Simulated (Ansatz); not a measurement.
C2H2O4, triplet, geometry from GFN2-xTB (a higher spin typed on purpose: for a closed-shell molecule this is an excited state); CASSCF(2,3)/6-31G in Ansatz (an electronic-structure program).

Input for Ansatz:
Ansatz 0.2 input:
```yaml
crystal:
  periodic: [false, false, false]
  atoms:
    - {symbol: O, position_ang: [-0.99356749, 0.84566172, -1.18562143]}
    - {symbol: C, position_ang: [-0.68934800, 0.24701514, -0.02224407]}
    - {symbol: O, position_ang: [-1.44488471, 0.09646821, 0.94589385]}
    - {symbol: C, position_ang: [0.68934800, -0.24701514, 0.02224407]}
    - {symbol: O, position_ang: [0.99356749, -0.84566172, 1.18562143]}
    - {symbol: O, position_ang: [1.44488471, -0.09646821, -0.94589385]}
    - {symbol: H, position_ang: [-1.91257892, 1.15208060, -1.16134392]}
    - {symbol: H, position_ang: [1.91257892, -1.15208060, 1.16134392]}
basis:
  gaussian:
    orbitals: 6-31G
hamiltonian:
  xc: hf
correlation: {active_space: {window: {electrons: 2, orbitals: 3}}}
magnetization: {spin_polarized: false, initial_magnetization: 2}
```

Q: Predict the main parts of the log of this Ansatz run.

A: 
```
Functional definition: HF
618 factors; integrals over basis functions are off by at most 2.5e-4 eV
mean field evaluation 1: about -10226.5829 eV, gradient 4.5e1 eV
mean field evaluation 2: about -10226.6057 eV, gradient 4.6e1 eV
mean field evaluation 4: about -10231.5191 eV, gradient 4.2e0 eV
mean field evaluation 8: about -10231.5942 eV, gradient 3.9e-1 eV
mean field evaluation 16: about -10231.5965 eV, gradient 5.9e-4 eV
mean field evaluation 32: about -10226.5829 eV, gradient 4.5e1 eV
mean field evaluation 64: about -10229.7691 eV, gradient 1.6e-1 eV
mean field evaluation 96: about -10231.8091 eV, gradient 5.2e0 eV
mean field evaluation 128: about -10232.1927 eV, gradient 6.4e-1 eV
mean field evaluation 160: about -10231.5965 eV, gradient 2.5e-4 eV
mean field -10232.99421975 eV, -376.0556014034 hartree, gradient 9.6e-6 eV, S^2 2.000000; 14 other end points of the search recorded, 0 dependent functions left out
reference -10232.99421975 eV, -376.0556014034 hartree; 24, 22 occupied and 34, 36 virtual orbitals, 618 factors
state -10232.99421975 eV, -376.0556014034 hartree
Total energy: -10232.99421975 eV, -376.0556014034 hartree
```
